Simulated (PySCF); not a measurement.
InI: from constants to spectrum

RHF-CCSD(T) constants of InI, ¹Σ⁺ (singlet), closed shell (basis In cc-pVDZ-PP with ECP28, I cc-pVDZ-PP with ECP28; scalar-relativistic core potentials; PySCF 2.14; masses 114.9039 and 126.9045 u):

- ωe: 176.2 cm⁻¹
- ωexe: 0.327 cm⁻¹
- Be: 0.035431 cm⁻¹
- αe: 9.59e-05 cm⁻¹
- D (centrifugal): 5.73e-09 cm⁻¹
- De to In + I: 3.32 eV

Problem. Give the band origin of the fundamental and the first lines of its P and R branches.

Solution. ν0 = ωe − 2ωexe = 175.5 cm⁻¹, B0 = 0.035383, B1 = 0.035287 cm⁻¹.

```
J″  P(J″) − ν0  R(J″) − ν0
 0                   0.071
 1      -0.071       0.141
 2      -0.142       0.211
 3      -0.213       0.281
 4      -0.284       0.351
 5      -0.356       0.421
 6      -0.427       0.490
```

Problem. Near which J would the R branch turn back, without centrifugal distortion?

Solution. At J ≈ (B0 + B1)/(2(B0 − B1)) − 1 ≈ 370.

Correlated steps freeze 8 core orbitals. Correlated levels converge slowly with the basis: in double zeta they bind strong bonds too weakly, by up to about 1 eV, and carry superposition errors of some tenths. Spin–orbit coupling is left out, which matters for elements this heavy, above all for dissociation energies. Where the molecule has an RHF reference, its open-shell atoms are computed with UHF.
